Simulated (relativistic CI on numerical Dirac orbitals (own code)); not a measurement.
**Ni2+ in a cubic cluster: 2p photoemission with charge transfer**

Computed with a charge-transfer multiplet model of a cubic metal-ligand cluster with up to 2 ligand holes, Slater and spin-orbit integrals from Dirac-Coulomb-Breit ions, Slater integrals scaled by 0.9. The parameters are those of a tetrahedral site (10Dq negative, t2 hopping the larger). The ground state mixes d8 with configurations of k ligand holes L, whose averages lie at kΔ + k(k − 1)U_dd/2; a core hole lowers each added d electron by U_cd. 300 K, Lorentzian 0.6 eV and Gaussian 0.8 eV FWHM.

Atomic integrals in eV (Slater integrals scaled, ζ unscaled), ground: F2dd 10.953, F4dd 6.797, zeta_d 0.080; with the core hole: F2dd 12.575, F4dd 7.855, zeta_d 0.114, zeta_core 11.406, F2cd 7.542, G1cd 5.754, G3cd 3.273.

Cluster parameters (eV): Δ = 5, U_cd = 8.5, 10Dq = -0.25, 10Dq(ligand) = 0, V(eg) = 0.93, V(t2g) = -1.57, final-state hopping factor = 0.9.

```
         Case   n_d    d8   d9L  d10L2     S
U_dd = 4.7 eV  8.09  0.91  0.09   0.00  1.00
U_dd = 6.1 eV  8.09  0.91  0.09   0.00  1.00
U_dd = 6.8 eV  8.09  0.91  0.09   0.00  1.00
U_dd = 7.5 eV  8.09  0.91  0.09   0.00  1.00
U_dd = 8.2 eV  8.09  0.91  0.09   0.00  1.00
```

Weights, n_d and S are thermal averages at 300 K. Binding energies count from the first peak over 30 % of the highest in each spectrum, which can be another peak from case to case. The parameters are a model scan and need not match a compound or its usual spin state. Peaks in eV (height, largest 100):
- U_dd = 4.7 eV: 0.0 (100), 3.7 (73), 8.9 (30), 18.4 (42), 22.1 (56), 24.2 (36), 25.7 (10)
- U_dd = 6.1 eV: 0.0 (100), 3.8 (73), 5.2 (53), 8.9 (27), 18.7 (45), 22.7 (60), 24.4 (20)
- U_dd = 6.8 eV: 0.0 (100), 3.8 (74), 5.5 (49), 8.9 (25), 18.8 (46), 23.0 (63)
- U_dd = 7.5 eV: 0.0 (100), 3.8 (74), 5.5 (46), 7.4 (22), 8.9 (21), 18.8 (47), 23.1 (64), 25.6 (9)
- U_dd = 8.2 eV: 0.0 (100), 3.8 (75), 5.6 (43), 7.9 (26), 9.0 (17), 18.9 (48), 23.2 (64)

For the case U_dd = 6.8 eV, Δ = 5 eV is smaller than U_dd = 6.8 eV, the charge-transfer side of the Zaanen-Sawatzky-Allen scheme. With the core hole the average of the configuration with one ligand hole lies at Δ − U_cd = -3.5 eV before mixing: it lies below the unscreened one, so the lowest final states are mostly screened and the unscreened weight appears at higher binding energy as a satellite.
